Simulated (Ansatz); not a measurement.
One change: `C=CB[SeH]` becomes `C=CB[SiH2][SiH3]`.

Ansatz, PBE0-D4/def2-TZVP geometries, multiplicity 1. Each molecule was computed in one conformer, which needn't be the lowest.

Scalar relativity is left out up to krypton.

```json
{"property": "LUMO energy (PBE0/def2-TZVPP) / eV", "`C=CB[SeH]`": "-1.82"}
{"property": "HOMO–LUMO gap (B3LYP/def2-TZVPP) / eV", "`C=CB[SeH]`": "5.16"}
{"property": "HOMO energy (B3LYP/def2-TZVPP) / eV", "`C=CB[SeH]`": "-7.14"}
{"property": "HOMO energy (ωB97M-V/def2-TZVPP) / eV", "`C=CB[SeH]`": "-9.45"}
{"property": "size of the dipole moment (ωB97M-V/def2-TZVPP) / D", "`C=CB[SeH]`": "1.51"}
{"property": "size of the dipole moment (B3LYP/def2-TZVPP) / D", "`C=CB[SeH]`": "1.41"}
```

Problem. What does the change do to each property? (An estimate is asked.)

Solution. Ansatz gave: 
| property | `C=CB[SiH2][SiH3]` | shift |
| --- | --- | --- |
| LUMO energy (PBE0/def2-TZVPP) / eV | -2.53 | -0.71 |
| HOMO–LUMO gap (B3LYP/def2-TZVPP) / eV | 4.76 | -0.40 |
| HOMO energy (B3LYP/def2-TZVPP) / eV | -7.44 | -0.30 |
| HOMO energy (ωB97M-V/def2-TZVPP) / eV | -9.67 | -0.22 |
| size of the dipole moment (ωB97M-V/def2-TZVPP) / D | 1.87 | 0.36 |
| size of the dipole moment (B3LYP/def2-TZVPP) / D | 1.84 | 0.43 |

With PBE0 the HOMO falls by 0.26 eV and the LUMO falls by 0.71 eV, so the gap narrows by about 0.45 eV. PBE moves the HOMO by -0.18 eV and ωB97M-V by -0.22 eV. Dipoles are sizes alone; their direction can turn.

B3LYP here is the variant with VWN-RPA as its local correlation; programs differ in this.

Spin–orbit coupling is left out; it splits and shifts lone-pair levels of the heavy atoms by tenths of an eV.
